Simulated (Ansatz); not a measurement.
Job for Ansatz (a quantum-chemistry and plane-wave program): R-CCSD(T)/def2-TZVPP on H2OSTe (SMILES O[Te]S), a point of a torsion scan. Elements past Kr take the def2 small-core potentials; no spin–orbit coupling. The run froze 15 orbitals, filled d shells among them.

Ansatz 0.2 input:
```yaml
crystal:
  periodic: [false, false, false]
  atoms:
    - {symbol: O, position_ang: [-1.10684446, 0.53103257, -0.34433469]}
    - {symbol: Te, position_ang: [-0.53972953, -1.27646002, -0.97941488]}
    - {symbol: S, position_ang: [0.50512653, -0.51650951, -2.95934576]}
    - {symbol: H, position_ang: [-2.05862429, 0.58715185, -0.25608012]}
    - {symbol: H, position_ang: [-0.54507320, -0.53889393, -3.77857511]}
basis:
  gaussian:
    orbitals: def2-TZVPP
magnetization: {spin_polarized: false}
correlation: {method: ccsd_t, electrons: outside_noble_gas}
scf: {lower_state_search: off}
```

The head of its log:

```
WARN ansatz: RAYON_NUM_THREADS=1 ignored (pool sized by the plan → 1); use --threads N
Functional definition: HF
these checks for a lower state are left out or cut short: stability, starts, cluster_reference, orbital_swaps, neighbouring_geometries, increment
integrals: 0.35 GiB planned
1074 factors; integrals over basis functions are off by at most 8.2e-4 eV
mean field: 0.44 GiB planned
mean field evaluation 1: about -20149.9754 eV, gradient 3.6e1 eV
mean field evaluation 2: about -20150.2038 eV, gradient 3.7e1 eV
mean field evaluation 4: about -20152.9007 eV, gradient 3.1e0 eV
mean field evaluation 8: about -20152.9556 eV, gradient 3.3e-1 eV
mean field evaluation 16: about -20152.9565 eV, gradient 2.3e-6 eV
mean field -20152.95646970 eV, -740.6074900969 hartree, gradient 2.3e-6 eV, S^2 0.000000; 0 other end points of the search recorded, 0 dependent functions left out
15 core orbitals not correlated
reference -20152.95646970 eV, -740.6074900969 hartree; 10, 10 occupied and 126, 126 virtual orbitals, 1074 factors
```

### Question
Give the final energy of this run.

### Answer
-741.2196 hartree (reference determinant -740.6075, T1 diagnostic 0.015).
